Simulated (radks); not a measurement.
The numbers below are computed, except where a source is named.
Q: The mean radii <r> (bohr) of the occupied orbitals of an atom or ion are listed with their occupations. Code: a radial shooting solver on a logarithmic mesh with Libxc functionals. Model: scalar-relativistic Kohn-Sham, Wu-Cohen GGA, spin-unpolarised, spherical densities, finite nucleus; Fermi nuclear charge, rms radius of each element as measured or else 0.836 A^(1/3) + 0.57 fm.

orbital  occ.      <r>
1s          2  0.02363
2s          2   0.1010
2p          6  0.08880
3s          2   0.2664
3p          6   0.2646
3d         10   0.2418
4s          2   0.6049
4p          6   0.6393
4d         10   0.6977
5s          2    1.397
5p          6    1.577
4f          2   0.9000

Name the element and its charge.

A: Z = 60, neodymium, charge +4: Nd4+ in [Xe] 4f2. The 1s radius gives Z: for a bare nucleus <r> = (2 gamma + 1)/(2Z) with gamma = sqrt(1 - (Z/c)^2), 0.02332 bohr for Z = 60, and screening makes it slightly larger (0.02363 here). The occupations add up to 56, and the charge is Z minus that.
